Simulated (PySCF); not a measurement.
Sn(H)3(nPr) (C3H10Sn), SMILES CC[CH2][SnH3].

Coordinates come from a B3LYP-D3(BJ)/def2-SVP optimisation. The structure was generated by enumeration; whether it is a known compound was not checked. The def2 effective core potentials stand for the cores of Sn; spin–orbit coupling is left out. One conformer was computed; it need not be the lowest.

Two levels are set side by side: TDA-PBE/def2-SVPD (PySCF) and TDA-LC-ωPBE/def2-SVPD (PySCF). Vertical, same geometry. The lowest singlet is HOMO→LUMO 85 %, HOMO→LUMO+1 14 % with PBE and HOMO→LUMO+1 50 %, HOMO→LUMO 41 % with the other functional; states are paired by order. Differences are taken from unrounded values.

| quantity | TDA-LC-ωPBE |
|---|---|
| lowest singlet excitation (eV) | 7.82 |
| lowest triplet excitation (TDA) (eV) | 6.66 |
| first bright state (f over 0.05) (eV) | 8.20 |
| its oscillator strength | 0.13 |

**Question.** What does TDA-PBE give, and how far is it from TDA-LC-ωPBE? (The exact figures need the calculation; the answer reports its results.)

**Answer.** 
| quantity | TDA-PBE | TDA-PBE minus TDA-LC-ωPBE |
|---|---|---|
| lowest singlet excitation (eV) | 6.24 | -1.58 |
| lowest triplet excitation (TDA) (eV) | 5.85 | -0.82 |
| first bright state (f over 0.05) (eV) | 6.84 | -1.36 |
| its oscillator strength | 0.20 | 0.07 |

Functionals without exact exchange tend to place singlet excitations lower, as here. Differences between two approximate levels are no errors against the true value.

Rough cost on one machine, each run with all the roots and properties that it gave: TDA-LC-ωPBE against TDA-PBE about 3 times.
